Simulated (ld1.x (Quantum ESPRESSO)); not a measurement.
## fluorine (F), TM: configuration errors across variants

fluorine, norm-conserving Troullier–Martins (Kleinman–Bylander form), made with ld1.x (Quantum ESPRESSO) 7.5 (BP86, non-relativistic). Core [He], reference 2s2 2p5. Waves: 2s (bound): rc 0.85 bohr; 2p (bound): rc 0.80 bohr; 3d channel at -0.1 Ry: rc 0.85 bohr. Local part: all-electron potential smoothed inside 0.65 bohr (lloc = -1). Core correction: Bessel-smoothed model core, default radius (core density twice the valence density).

All-electron excitation energies from the reference (eV): (1) 2s2 2p4 19.491; (2) 2s2 2p3 57.972; (3) 2s2 2p2 118.699; (4) 2s1 2p6 18.718; (5) 2s2 2p4.5 7.594; (6) 2s1 2p5 38.503; (7) 2s2 2p5.3 -2.701.

The default core radius of the base comes out at 0.28 bohr.

1 further variants failed, have other tests or another functional or relativity, and are left out.

Errors AE − PS in meV (a dash: test not solved or not reliable):

| change | (1) | (2) | (3) | (4) | (5) | (6) | (7) | bound ghosts |
| --- | --- | --- | --- | --- | --- | --- | --- | --- |
| base | +2.0 | +19 | +88 | +8.8 | +0.3 | +4.7 | 0.0 | none |
| wave 3d channel at -0.1 Ry: rc 0.85 bohr becomes 3d channel at 4.41 Ry: rc 0.85 bohr | +2.0 | +19 | +88 | +8.8 | +0.3 | +4.7 | 0.0 | none |
| local potential all-electron potential smoothed inside 0.54 bohr (lloc = -1) | +2.2 | +21 | +92 | +8.8 | +0.3 | +4.8 | 0.0 | none |
| wave 2p (bound): rc 0.80 bohr becomes 2p (bound): rc 0.48 bohr | +1.0 | +7.5 | +29 | +1.2 | +0.2 | +2.4 | 0.0 | none |
| wave 3d channel at -0.1 Ry: rc 0.85 bohr becomes 3d channel at -0.1 Ry: rc 0.58 bohr | +2.0 | +19 | +88 | +8.8 | +0.3 | +4.7 | 0.0 | none |
| all radii but the core radius scaled by about 1.06 (s 0.90, p 0.84, d 0.90 bohr); local potential all-electron potential smoothed inside 0.68 bohr (lloc = -1) | +3.1 | +29 | +127 | +12 | +0.4 | +3.2 | +0.1 | none |
| core correction Bessel-smoothed model core inside 0.98 bohr | +2.4 | +24 | +113 | +15 | +0.3 | +8.3 | 0.0 | none |
| wave 2s (bound): rc 0.85 bohr becomes 2s (bound): rc 0.60 bohr | +1.1 | +12 | +63 | +6.1 | +0.1 | +5.0 | 0.0 | none |

(1) Give the same row for: local potential the s channel.

## Answers

(1) +1.9, +18, +81, +8.8, +0.3, +5.0, 0.0; bound ghosts: none.
